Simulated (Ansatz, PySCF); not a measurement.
The pair A = C2H6 (SMILES CC) (first 8 atoms), B = CH3Br (SMILES CBr); geometry from B3LYP-D3(BJ)/def2-TZVP.
(charge 0, multiplicity 1):
```xyz
13

C      0.7162    -0.4709     0.1097
C     -0.5395     0.3000     0.5056
H      0.5301    -1.1220    -0.7468
H      1.0769    -1.0946     0.9295
H      1.5270     0.2085    -0.1584
H     -0.8938     0.9289    -0.3134
H     -0.3480     0.9502     1.3611
H     -1.3557    -0.3761     0.7715
C      0.2660    -1.0473     3.9477
Br     1.5354     0.4417     3.9264
H     -0.4687    -0.8615     3.1727
H     -0.1937    -1.0722     4.9294
H      0.8230    -1.9566     3.7519
```

Correlated levels freeze the cores. Filled d and f shells under p-block atoms count as core.

Codes used: Ansatz (Gaussian orbitals); PySCF for the dispersion terms. 

The monomers are drawn apart, rigid, along the line of their centres of mass. Counterpoise-corrected interaction energies (kcal/mol):

```tsv
level	R = 5.003 Å	R = 6.167 Å
PBE/def2-TZVPPD	-0.2462	-0.0406
PBE-D3(BJ)/def2-TZVPPD	-0.7293	-0.1827
wB97M-V/def2-TZVPPD	-0.5440	-0.1558
CCSD(T)/aug-cc-pVDZ	-0.5146	-0.1406
```

Problem. R is the distance of the centres of mass. Find the local exponent m of E ∝ R⁻ᵐ between the two points.

Solution. 
m = ln(E₁/E₂)/ln(R₂/R₁): PBE/def2-TZVPPD 8.6; PBE-D3(BJ)/def2-TZVPPD 6.6; wB97M-V/def2-TZVPPD 6.0; CCSD(T)/aug-cc-pVDZ 6.2. For scale, two fixed dipoles give m = 3, dipole and quadrupole 4, quadrupoles 5, and dispersion or dipole-induced dipole 6 at long range; at these distances several terms mix, and what is left of overlap and damping shifts m, so it need not match one of them.

Ansatz is a program for electronic structure.
